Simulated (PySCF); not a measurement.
These 2 structures share the formula [C7H15N2]+ (charge +1). The calculation used PBE0-D3(BJ)/def2-SVP geometry optimisation, gas phase in PySCF. Energies are electronic, without zero-point or thermal terms, for one conformer each. No frequencies were run at this level. Point groups hold within 0.08 Å.

Problem. Order them by energy at this level, lowest first, and give relative energies in kcal/mol.
A. `[CH3:1][N:2]([CH3:3])/[CH:4]=[CH:5]/[CH:6]=[N+:7]([CH3:8])[CH3:9]` (charge +1) with C4–C5–C6–N7 180°
B. `[H]/[N:9]=[CH:8]/[C@H:7]1[N+:2]([CH3:1])([CH3:3])[CH2:4][CH2:5][CH2:6]1` (charge +1) with C6–C7–C8–N9 129°, C1–N2–C4–C5 -160°, N2–C4–C5–C6 22°, C4–C5–C6–C7 5°, C5–C6–C7–C8 -160°

Solution. A (0.0), B (12.5).

As drawn, the higher has an N–H bond, which the lower lacks.

```
                     SMILES      E (Eh)  E rel (kcal/mol)  dipole about centre of mass (D)  point group       A, B, C (MHz)
       CN(C)/C=C/C=[N+](C)C  -384.33336               0.0                             0.36          C2v  4377, 615.6, 547.3
[H]/N=C/[C@@H]1CCC[N+]1(C)C  -384.31351              12.5                             1.13           C1    2333, 1558, 1199
```
